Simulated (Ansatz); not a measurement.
Molybdenum hexafluoride (`[F][Mo]([F])([F])([F])([F])[F]`), 7 atoms. Charge 0, multiplicity 1. Correlated methods include outer-core shells of Mo, which these sets cover unevenly. Mo takes the def2 core potential. Hardware: A = 2 threads of an AMD EPYC 7R13 on a shared host; B = 2 threads of an AMD EPYC 7R13 on a shared host and a share of an NVIDIA H100 80 GB. Correlated methods freeze the cores. Open-shell runs search over several starts.

(1) Give the basis size and wall time and peak host memory of each of these runs in Ansatz. UHF-MP2/def2-QZVPP energy of the cation [B]; RKS ωB97X-V/def2-TZVPP energy [A]; RKS PBE0-D4/def2-TZVP frequencies [B]; UKS B2PLYP (frozen core)/def2-TZVPP energy of the cation [A]; RKS PBE0-D4/def2-TZVP relaxation (4 steps) [B]; UKS ωB97M-V/def2-TZVPP energy of the cation [A]; RKS ωB97M-V/def2-SVP energy [A]; RKS PBE0-D4/def2-QZVPP energy [B]; RKS ωB97M-V/def2-QZVPP energy [B]; UKS r2SCAN-D4/def2-TZVPP energy of the cation [A]; RKS revPBE-D4/def2-TZVPP energy [A]; RKS B97M-V/def2-TZVPP energy [A]. (Best estimate.)

## Answers

(1) The calculation gave: Other jobs shared the machine, so times are rough.

```tsv
level	job	functions	wall time	peak host memory (GiB)
RKS revPBE-D4/def2-TZVPP	energy [A]	242	3 s	0.35
RKS ωB97M-V/def2-SVP	energy [A]	115	7.5 s	0.42
RKS B97M-V/def2-TZVPP	energy [A]	242	10 s	0.45
RKS ωB97X-V/def2-TZVPP	energy [A]	242	11 s	0.81
RKS ωB97M-V/def2-QZVPP	energy [B]	423	12 s	1
RKS PBE0-D4/def2-QZVPP	energy [B]	423	13 s	0.92
RKS PBE0-D4/def2-TZVP	relaxation (4 steps) [B]	226	13 s	0.86
UHF-MP2/def2-QZVPP	energy of the cation [B]	423	36 s	1.1
RKS PBE0-D4/def2-TZVP	frequencies [B]	226	110 s	0.87
UKS r2SCAN-D4/def2-TZVPP	energy of the cation [A]	242	2.1 min	0.87
UKS B2PLYP (frozen core)/def2-TZVPP	energy of the cation [A]	242	5.9 min	1.2
UKS ωB97M-V/def2-TZVPP	energy of the cation [A]	242	8.3 min	1.7
```
